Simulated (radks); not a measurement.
Values are calculated unless marked as measured or tabulated.
All-electron atom: Yb4+ in [Xe] 4f12.

Level of theory: Dirac Kohn-Sham, BP86, spin-unpolarised, spherical densities, point nucleus; open shells are shared between the two j in proportion to 2j + 1 (a radial shooting solver on a logarithmic mesh with Libxc functionals).

Energy parts (eV):
| part | energy |
|---|---|
| total | -382984.63 |
| kinetic | 425601.71 |
| electron-nucleus | -947524.22 |
| Hartree | 146952.95 |
| exchange-correlation | -8015.06 |

Orbitals (lengths in bohr, moments of r in powers of bohr; r(max) is where P^2 peaks):
orbital	occ.	eigenvalue (eV)	r(max)	<r^4>	<r^2>
1s1/2	2	-61231.96	0.01236	7.551e-07	0.0005297
2s1/2	2	-10414.39	0.07075	0.0001156	0.008150
2p1/2	2	-9935.127	0.05296	0.00007037	0.005859
2p3/2	4	-8887.729	0.05938	0.00009809	0.007072
3s1/2	2	-2392.260	0.1996	0.004342	0.05359
3p1/2	2	-2180.939	0.1875	0.003876	0.04945
3p3/2	4	-1958.686	0.2008	0.004960	0.05620
3d3/2	4	-1599.276	0.1581	0.003445	0.04402
3d5/2	6	-1550.747	0.1618	0.003716	0.04589
4s1/2	2	-516.1334	0.4552	0.1044	0.2678
4p1/2	2	-430.5833	0.4565	0.1160	0.2785
4p3/2	4	-379.9598	0.4847	0.1488	0.3154
4d3/2	4	-239.2354	0.4850	0.2004	0.3512
4d5/2	6	-229.9647	0.4940	0.2172	0.3655
4f5/2	5.14286	-58.0007	0.4739	0.9037	0.6080
4f7/2	6.85714	-56.5235	0.4790	0.9677	0.6277
5s1/2	2	-103.4989	1.051	3.359	1.517
5p1/2	2	-78.8668	1.134	5.113	1.847
5p3/2	4	-71.5924	1.213	6.656	2.110

The highest occupied level is 4f7/2 at -56.523 eV. The density falls to 0.001 e/bohr^3 at r = 2.92 bohr. Summed over all electrons, <r^2> = 29.49 bohr^2, which gives a Langevin (diamagnetic) susceptibility term of -23.4 x 10^-6 cm^3/mol.
